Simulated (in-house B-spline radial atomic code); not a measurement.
A fraction x of an electron is removed from 4d in Tc²⁺, starting from [Kr] 4d5 and keeping the highest spin. Method: scalar-relativistic (X2C) RPBE, spin-polarised, spherical fractional occupations, Fermi nucleus of rms radius 4.41117 fm. Calculated with a radial B-spline atomic code at the basis-set limit.

```
   x  E(x) - E(0) (eV)  4d up level (eV)
   0            0.0000           -23.767
0.09            2.1877           -24.850
 0.2            4.9946           -26.189
0.28            7.1291           -27.173
0.49           13.1101           -29.799
 0.5           13.4087           -29.925
0.57           15.5346           -30.815
0.63           17.4065           -31.582
0.83           23.9810           -34.172
 0.9           26.4051           -35.090
   1           29.9800           -36.412
```

The exact functional would give a straight line between the two integer points. Deviations E(x) - E(0) - x[E(1) - E(0)], in eV: -0.51 at x = 0.09, -1.001 at x = 0.2, -1.265 at x = 0.28, -1.58 at x = 0.49, -1.581 at x = 0.5, -1.554 at x = 0.57, -1.481 at x = 0.63, -0.902 at x = 0.83, -0.577 at x = 0.9.

The curve lies below the straight line by up to 1.581 eV (at x = 0.5): convex, the delocalisation error that favours fractional charges.

How well does Slater's transition state (minus the level at half occupation) give the ionisation energy?

It gives 29.925 eV against 29.980 eV from the two total energies; NIST lists 29.55 eV, ground level to ground level.
